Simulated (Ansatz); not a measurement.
The cluster Si3W3⁻. Charge -1, multiplicity 4. Geometry PBE-D4/def2-SVPD.

Cartesian coordinates in Å:
```
W -1.2534 -0.2394 0.4007
W 0.4940 0.3232 -1.6912
W 0.9721 -0.8546 0.2809
Si 0.0070 0.7139 2.2986
Si -0.7586 -1.8095 -1.5408
Si 0.5389 1.8664 0.2518
```

In the def2 sets W takes a core potential; there is no spin–orbit coupling. At PBE-D4/def2-TZVPD the highest occupied level of the charge -1 quartet lies above zero (up to 0.16 eV). The electron is either unbound and held by the finite basis, or the level is raised by self-interaction error. At r2SCAN-D4/def2-TZVPD, r2SCANh-D4/def2-TZVPD, PBE0-D4/def2-TZVPD, ωB97X-V/def2-TZVPD the charge -1 quartet is spin-contaminated (final ⟨S²⟩ up to 3.94, 3.75 for a pure state). At PBE0-D4/def2-TZVPD a doublet of charge -1 lies 0.18 eV below the quartet, each at its own geometry. The structure comes from a short search, and lower isomers may exist.

(1) Estimate the α-spin orbital energies around the gap (eV) in Ansatz with PBE-D4/def2-TZVPD, r2SCAN-D4/def2-TZVPD, r2SCANh-D4/def2-TZVPD, PBE0-D4/def2-TZVPD, ωB97X-V/def2-TZVPD.

Results:

(1) 
| orbital | PBE-D4/def2-TZVPD | r2SCAN-D4/def2-TZVPD | r2SCANh-D4/def2-TZVPD | PBE0-D4/def2-TZVPD | ωB97X-V/def2-TZVPD |
| --- | --- | --- | --- | --- | --- |
| HOMO−5 | -1.57 | -1.70 | -1.97 | -2.29 | -4.16 |
| HOMO−4 | -1.18 | -1.39 | -1.73 | -2.06 | -3.86 |
| HOMO−3 | -0.79 | -0.94 | -1.20 | -1.46 | -3.16 |
| HOMO−2 | -0.29 | -0.48 | -0.77 | -1.06 | -2.90 |
| HOMO−1 | -0.13 | -0.34 | -0.61 | -0.87 | -2.57 |
| HOMO | 0.16 | -0.13 | -0.41 | -0.57 | -2.15 |
| LUMO | 0.48 | 0.54 | 0.79 | 1.15 | 2.80 |
| LUMO+1 | 0.61 | 0.63 | 0.86 | 1.16 | 2.82 |
| LUMO+2 | 0.80 | 0.87 | 1.11 | 1.41 | 3.02 |
| LUMO+3 | 1.23 | 1.36 | 1.59 | 1.80 | 3.17 |
| LUMO+4 | 1.34 | 1.41 | 1.63 | 1.89 | 3.41 |
| LUMO+5 | 1.41 | 1.59 | 1.87 | 2.20 | 4.01 |
| β HOMO | -0.52 | -0.59 | -0.82 | -1.10 | -2.72 |
| β LUMO | 0.27 | 0.40 | 0.66 | 0.96 | 2.63 |
